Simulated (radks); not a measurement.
Q: The mean radii <r> (bohr) of the occupied orbitals of an atom or ion are listed with their occupations. All-electron calculation, non-relativistic Kohn-Sham, LDA (Slater exchange, Perdew-Wang correlation), spin-unpolarised, spherical densities, point nucleus. Program: a radial shooting solver on a logarithmic mesh with Libxc functionals.

orbital  occ.      <r>
1s          2  0.02815
2s          2   0.1191
2p          6   0.1012
3s          2   0.2837
3p          1   0.2692

Name the element and its charge.

A: Z = 54, xenon, charge +41: Xe41+ in [Ne] 3s2 3p1. The 1s radius gives Z: for a bare nucleus <r> = 1.5/Z, 0.02778 bohr for Z = 54, and screening makes it slightly larger (0.02815 here). The occupations add up to 13, and the charge is Z minus that.
